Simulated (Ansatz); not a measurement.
Species: C$_{3}$H$_{6}$S, SMILES `C/C=C\S` (C–C–S–H torsion 0°) (charge 0, multiplicity 1), formula C$_{3}$H$_{6}$S.

Q: How many basis functions does frozen-core CCSD(T)/cc-pVTZ // PBE0-D3(BJ)/def2-TZVP in Ansatz (a quantum-chemistry and plane-wave program) use, how many core orbitals are frozen, and how many electrons are correlated?

A: 208 basis functions and 8 frozen orbitals, which leaves 24 correlated electrons. Core time is of the order of minutes.
